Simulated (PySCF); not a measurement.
NICS in isomers of C6H6FNO.

NICS is the negative of the GIAO shielding at a point without a nucleus: at the ring centre (0) and 1 Å above and below it (1); zz is the component along the ring normal. Level: GIAO PBE0/pcSseg-1 (PySCF, non-relativistic, gas phase) on the GFN2-xTB geometries, one conformer each. Atom numbers follow the mapped SMILES.

Question: Order these rings by mean NICS(1)zz, lowest (most negative) first (ppm).
A. ring C2–C3–O4–N5–C6 in `[F:1][c:2]1[cH:3][o:4][n:5][c:6]1[CH:7]1[CH2:8][CH2:9]1`
B. ring C2–C3–C4–C5–O9 in `[CH3:1][C:2]1=[CH:3][CH2:4][C@@:5]([F:6])([C:7]#[N:8])[O:9]1`
C. ring C5–C6–O7–C8–N9 in `[CH2:1]=[C:2]([CH2:3][F:4])[c:5]1[cH:6][o:7][cH:8][n:9]1`
D. ring C4–C5–C6 in `[CH3:1][O:2]/[CH:3]=[C:4]1/[CH2:5][C@:6]1([F:7])[C:8]#[N:9]`
E. ring C3–C4–C5–C7–O8–C9 in `[N:1]#[C:2][C:3]1=[CH:4][C@H:5]([F:6])[CH2:7][O:8][CH2:9]1`
F. ring C3–C4–C5–O7–C8–C9 in `[N:1]#[C:2][C@@H:3]1[CH:4]=[C:5]([F:6])[O:7][CH2:8][CH2:9]1`

Answer: C (-27.2), A (-24.3), D (-16.3), B (-3.7), F (-0.1), E (1.3).

```
               SMILES                                                     ring  NICS(0)  NICS(1)  NICS(1)zz  HOMA  rms pucker (Å)  ring atoms with four or more neighbours
       C=C(CF)c1cocn1  5-membered ring with N and O; formal bonds all aromatic    -11.5    -10.4      -27.2  0.54            0.00                                        0
        Fc1conc1C1CC1  5-membered ring with N and O; formal bonds all aromatic    -12.8    -10.5      -24.3  0.61            0.00                                        0
 CO/C=C1/C[C@]1(F)C#N           3-membered carbocycle; formal bonds all single    -31.8     -7.4      -16.3     –            0.00                                        2
CC1=CC[C@@](F)(C#N)O1  5-membered ring with O; formal bonds 1 double, 4 single     -4.8     -3.3       -3.7     –            0.04                                        2
 N#C[C@@H]1C=C(F)OCC1  6-membered ring with O; formal bonds 1 double, 5 single     -3.7     -2.6       -0.1     –            0.20                                        3
  N#CC1=C[C@H](F)COC1  6-membered ring with O; formal bonds 1 double, 5 single     -2.0     -2.3        1.3     –            0.20                                        3
```

NICS(0) gives another order. The isotropic NICS(1) gives another order. HOMA uses Krygowski's 1993 parameters; it is left out where a ring has a four-coordinate atom, a triple bond, no multiple bond or a kind of bond without parameters. NICS(1) and NICS(1)zz are means over the two faces.
